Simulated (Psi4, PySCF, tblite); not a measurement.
Two rigid molecules brought together: HBr ··· CH3F (SMILES Br and CF). Monomers: optimised at B3LYP-D3(BJ) (def2-TZVP), held rigid. Orientation: lowest of the rigid-body minima from ten starts at GFN2-xTB. The monomers approach along the line of their centres of mass (distance R); nothing else relaxes.

Geometry at R = 4.21 Å (first 2 atoms: monomer A):
```
7

Br     0.7124     0.0000     0.0000
H     -0.7124     0.0000     0.0000
C     -4.2547    -0.0412    -0.0284
F     -2.8655    -0.0175    -0.0118
H     -4.6050     0.4944    -0.9117
H     -4.5876    -1.0793    -0.0619
H     -4.6251     0.4433     0.8759
```

Methods: MP2/aug-cc-pVTZ = DF-MP2/aug-cc-pVTZ, frozen core, counterpoise-corrected run with Psi4 1.11; RKS-M06-2X/6-31G* = PySCF with restricted M06-2X/6-31G*, spherical d, no counterpoise correction; PBE/def2-TZVP, counterpoise-corrected (Psi4); RKS-B3LYP/LANL2DZ = restricted B3LYP/LANL2DZ, with its core potentials past Ne, no counterpoise correction (PySCF); GFN2-xTB (tblite).

Interaction energies in kcal/mol (negative: bound); R is the distance of the centres of mass, d the H2···F4 distance.

```tsv
R / Å	d / Å	MP2/aug-cc-pVTZ	RKS-M06-2X/6-31G*	PBE/def2-TZVP	RKS-B3LYP/LANL2DZ	GFN2-xTB
3.63	1.57	1.11	-0.27	1.83	-0.51	1.68
3.81	1.75	-1.48	-2.90	-0.72	-2.77	-2.11
4.01	1.95	-2.51	-3.74	-1.83	-3.47	-3.69
4.21	2.15	-2.65	-3.59	-2.08	-3.37	-4.02
4.37	2.31	-2.49	-3.22	-2.01	-3.07	-3.89
4.61	2.55	-2.10	-2.62	-1.75	-2.54	-3.45
4.88	2.82	-1.68	-2.03	-1.41	-1.99	-2.91
5.19	3.13	-1.28	-1.46	-1.08	-1.51	-2.37
5.72	3.66	-0.83	-0.82	-0.70	-0.98	-1.68
6.44	4.38	-0.50	-0.48	-0.42	-0.63	-1.10
7.43	5.37	-0.28	-0.28	-0.24	-0.38	-0.66
8.71	6.65	-0.15	-0.16	-0.14	-0.22	-0.38
```

Lowest grid point: MP2/aug-cc-pVTZ -2.65 kcal/mol at R = 4.21 Å; RKS-M06-2X/6-31G* -3.74 kcal/mol at R = 4.01 Å; PBE/def2-TZVP -2.08 kcal/mol at R = 4.21 Å; RKS-B3LYP/LANL2DZ -3.47 kcal/mol at R = 4.01 Å; GFN2-xTB -4.02 kcal/mol at R = 4.21 Å.
